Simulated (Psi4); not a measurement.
H6BN, charge -1, doublet, at the geometry of the source list (a state made from the parent by changing its charge; the spin is typed, not shown lowest) (a gas-phase anion, which may not be bound at this level). Base run: PBE/pcseg-1 in Psi4.

Geometry (Å):
```xyz
8

B     -0.8245     0.1085    -0.0179
N      0.8209    -0.1100     0.0183
H     -1.2258    -0.6309    -0.8597
H     -0.9857     1.2574    -0.2883
H     -1.2076    -0.1723     1.0738
H      1.0181    -1.0668     0.2875
H      1.2158     0.5354     0.6928
H      1.1889     0.0788    -0.9066
```
Charge -1, spin multiplicity 2.
Orbitals are unrestricted.
All else is at Psi4's defaults (density fitting).

Variants of this job, named by their change:

```
change                     E (Eh)  <S^2>  core-seconds (rough)
----------------------  ---------  -----  --------------------
base                    -82.99420  0.751                    10
functional = m06        -83.05037  0.750                    20
functional = m06-l      -83.09537  0.751                    20
functional = bp86       -83.12497  0.751                     9
functional = wb97x      -83.08015  0.751                    10
functional = cam-b3lyp  -83.06824  0.751                    10
functional = pbe0       -83.00808  0.751                    10
functional = m11        -83.04625  0.751                    20
functional = mn15       -83.00446  0.751                    20
functional = scan       -83.07439  0.753                    20
functional = x3lyp      -83.07994  0.751                    10
functional = pw6b95     -83.21903  0.751                    20
functional = tpssh      -83.12713  0.751                    20
```

Absolute energies of different levels of theory aren't comparable as measures of quality.

Open shells are given as the SCF converged; they aren't shown to be the lowest states, and a large step between rows can be another state.

A gas-phase anion may not be bound at this level; its values then depend on the basis.
